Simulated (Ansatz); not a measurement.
Basis sets compared for Ag2Au4⁺ (the lowest doublet isomer of a short search). Total charge 1; doublet. Geometry PBE-D4/def2-SVP. Ansatz on 4 threads of Arm Neoverse V2 on a shared host; times are rough, and most runs start from earlier orbitals.

```xyz
6

Au    0.583   -2.390   -1.519
Au   -0.014   -0.040   -0.464
Au   -0.622    2.350    0.598
Au    0.728   -2.159    1.162
Ag    0.066    0.261    2.336
Ag   -0.741    1.978   -2.112
```

In the def2 sets Ag, Au take a core potential; there is no spin–orbit coupling. No other spin state of charge 1 was run. The structure comes from a short search, and lower isomers may exist.

| level | functions | energy (Eh) | HOMO (eV) | LUMO (eV) | wall time |
| --- | --- | --- | --- | --- | --- |
| PBE-D4/def2-SVP | 190 | -836.9629 | -9.32 | -9.06 | 8 s |
| PBE0-D4/def2-SVP | 190 | -836.7315 | -9.67 | -8.16 | 12 s |

(1) Estimate the rows for PBE-D4/def2-TZVP (with forces), PBE0-D4/def2-TZVP.

## Answers

(1) 
| level | functions | energy (Eh) | HOMO (eV) | LUMO (eV) | wall time |
| --- | --- | --- | --- | --- | --- |
| PBE-D4/def2-TZVP (with forces) | 240 | -837.0714 | -9.34 | -9.08 | 9.5 s |
| PBE0-D4/def2-TZVP | 240 | -836.8360 | -9.69 | -8.17 | 18 s |
